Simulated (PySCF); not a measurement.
C₉H₉N.
SMILES with atom numbers: `[CH3:1][C:2]1=[CH:3][CH2:4][CH:5]=[CH:6][CH:7]=[C:8]1[C:9]#[N:10]`

Structure used (GFN2-xTB), in Å, numbered top down from 1:
```xyz
19
C9H9N angstrom
C      2.195   -0.877    0.273
C      0.806   -0.442   -0.094
C     -0.160   -1.323   -0.383
C     -1.509   -0.900   -0.876
C     -2.152   -0.287    0.326
C     -1.738    0.895    0.805
C     -0.583    1.593    0.333
C      0.565    0.994   -0.092
C      1.665    1.830   -0.392
N      2.547    2.516   -0.654
H      2.912   -0.490   -0.451
H      2.474   -0.487    1.252
H      2.266   -1.961    0.292
H      0.024   -2.382   -0.266
H     -1.403   -0.153   -1.669
H     -2.079   -1.747   -1.251
H     -2.969   -0.815    0.797
H     -2.289    1.373    1.604
H     -0.582    2.672    0.437
```

Probes without a nucleus sit at each ring's centroid and 1 Å off its mean plane on both sides; NICS is minus the shielding there, NICSzz its component along the normal. Level: GIAO PBE0/pcSseg-1 (PySCF, non-relativistic, gas phase) on the GFN2-xTB geometry, one conformer.

Ring bond lengths (Å), with Mayer bond orders in brackets: C2–C3 1.339 (1.76), C3–C4 1.497 (1.04), C4–C5 1.495 (1.03), C5–C6 1.340 (1.76), C6–C7 1.430 (1.21), C7–C8 1.363 (1.63), C8–C2 1.456 (1.08).

Give the NICS values of each ring in ppm.

```
                ring                                                    type  NICS(0)  NICS(1), two faces  NICS(1)zz, two faces  rms pucker (Å)  centre to ring atoms, mean (Å)
C2–C3–C4–C5–C6–C7–C8  7-membered carbocycle; formal bonds 3 double, 4 single     -5.7         -9.2 / -6.3          -15.2 / -9.5            0.32                            1.56
```

What can be read from them?

- C2–C3–C4–C5–C6–C7–C8: mean NICS(1)zz -12.4 ppm, shielded. C4 has four or more neighbours, and the NICS criterion for π rings isn't applied. The two faces differ by 5.7 ppm, so no symmetry operation interchanges them.

At the second NICS(1) probe listed for ring C2–C3–C4–C5–C6–C7–C8, 1 Å off the ring, how large is the induced field along the normal in 11.7 T applied along it?

NICSzz × B0 = -9.5 ppm × 11.7 T = -111 μT, against the applied field.

How shielded are the nuclei of the rings and their hydrogens (means over atoms taken as equivalent)?

| atoms | environment | σ isotropic (ppm) |
| --- | --- | --- |
| C2 | fully substituted alkene carbon | 46.7 |
| C3 | alkene CH carbon | 63.8 |
| C4 | allylic carbon | 154.9 |
| C5 | alkene CH carbon | 54.2 |
| C6 | alkene CH carbon | 56.0 |
| C7 | alkene CH carbon | 37.8 |
| C8 | fully substituted alkene carbon | 64.2 |
| H14 | vinylic hydrogen | 26.35 |
| H15 (×2) | methylene hydrogen | 29.58 |
| H17 | vinylic hydrogen | 25.86 |
| H18 | vinylic hydrogen | 25.12 |
| H19 | vinylic hydrogen | 24.08 |
